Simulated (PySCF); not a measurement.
PBE on Hf+ (hafnium, charge +1), [Xe] 4f14 6s2 6p1, 2P determinant (an excited configuration). Computed with PySCF 2.14 in x2c-QZVPPall (16s10p9d5f2g, 144 functions), with scalar relativity by spin-free X2C-1e.

```
cycle= 4 E= -15078.357882809  delta_E= -0.00686  |g|= 0.0455  |ddm|= 0.512
cycle= 5 E= -15078.3595852232  delta_E= -0.0017  |g|= 0.0233  |ddm|= 0.207
cycle= 6 E= -15078.3605784559  delta_E= -0.000993  |g|= 0.0236  |ddm|= 0.142
cycle= 7 E= -15078.3610837874  delta_E= -0.000505  |g|= 0.0244  |ddm|= 0.0727
cycle= 8 E= -15078.3590609295  delta_E= 0.00202  |g|= 0.0422  |ddm|= 0.739
cycle= 9 E= -15078.3594470292  delta_E= -0.000386  |g|= 0.00944  |ddm|= 0.275
cycle= 10 E= -15078.3594933837  delta_E= -4.64e-05  |g|= 0.00757  |ddm|= 0.042
cycle= 11 E= -15078.3595020601  delta_E= -8.68e-06  |g|= 0.0022  |ddm|= 0.0352
cycle= 12 E= -15078.3594999251  delta_E= 2.14e-06  |g|= 0.00121  |ddm|= 0.0128
cycle= 13 E= -15078.3594979513  delta_E= 1.97e-06  |g|= 0.00104  |ddm|= 0.0267
cycle= 14 E= -15078.3594980375  delta_E= -8.62e-08  |g|= 8.45e-05  |ddm|= 0.00825
cycle= 15 E= -15078.3594980352  delta_E= 2.24e-09  |g|= 2.71e-05  |ddm|= 0.000808
cycle= 16 E= -15078.3594980356  delta_E= -3.71e-10  |g|= 4.42e-06  |ddm|= 0.000116
converged SCF energy = -15078.3594980356  <S^2> = 1.472255  2S+1 = 2.6246942
```

Highest occupied orbital energy: -8.327 eV; ⟨L²⟩ = 4.88; populations by l: s 11.52, p 25.00, d 20.48, f 14.00.

Problem. Can this result be used?

Solution. Not for this state. The calculation finished and met its thresholds. ⟨L²⟩ = 4.88 against 2 for a pure P term, so this real determinant mixes terms. Spin-orbit coupling, absent here, splits the open shell strongly. ⟨S²⟩ = 1.47 against 0.75 shows spin contamination. The s, p, d and f populations moved away from the nominal configuration during the SCF.
